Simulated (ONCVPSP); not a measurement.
## What one change does to a pseudopotential (Si, ONCV)

Si, optimised norm-conserving Vanderbilt (ONCV), made with ONCVPSP 4.0.1 (PBE, non-relativistic). Core [Ne], reference 3s2 3p2. Waves: 3s: rc 1.90 bohr, ncon 4, nbas 8, qcut 4.4 1/bohr, 2 projectors, debl 2.2 Ha; 3p: rc 2.10 bohr, ncon 4, nbas 9, qcut 4.8 1/bohr, 2 projectors, debl 2.6 Ha. Local part: polynomial inside 1.25 bohr (lpopt 5, dvloc0 0 Ha). Core correction: none.

Change: s: qcut 2.6.

Cutoffs: the cutoffs (Ha) at which the residual kinetic energy of the hardest occupied pseudo-wave falls to 1 and 0.1 mHa per electron; they do not see the model core or the augmentation charge, which bear on the density cutoff. Errors are all-electron minus pseudo energies relative to the spin-unpolarised reference configuration.

Problem. What does the change do?

Solution. The potential gets harder (7.5 Ha and 9.8 Ha → 35 Ha and 47 Ha); of the 4 tests that both files solve, the error grows in 2 and shrinks in 2 by more than 15 % and 0.3 meV (median size 3.2 → 5.3 meV); neither file shows a bound ghost.

```csv
quantity,base,changed
"cutoff, loose",7.5 Ha,35 Ha
"cutoff, tight",9.8 Ha,47 Ha
loose cutoff by channel,"s 7.5 Ha, p 3.2 Ha","s 35 Ha, p 3.2 Ha"
bound ghosts,none,none
GHOST(+) flags under 300 eV,s at 101.2 eV,s at 97.8 eV
"error for 3s2 3p1, meV [ΔE 7.75 eV]",-1.3,+0.1
"error for 3s2 3p0, meV [ΔE 23.76 eV]",-4.7,+6.6
"error for 3s1 3p0, meV [ΔE 57.66 eV]",+65,+54
"error for 3s1 3p3, meV [ΔE 6.76 eV]",+1.7,+3.9
s: phases at 1.93 bohr within 0.05 rad from the reference energy up to (Ha; the scan ends near 5),3.1,3.0
p: phases at 2.13 bohr within 0.05 rad from the reference energy up to (Ha; the scan ends near 5),to the end of the scan,to the end of the scan
```
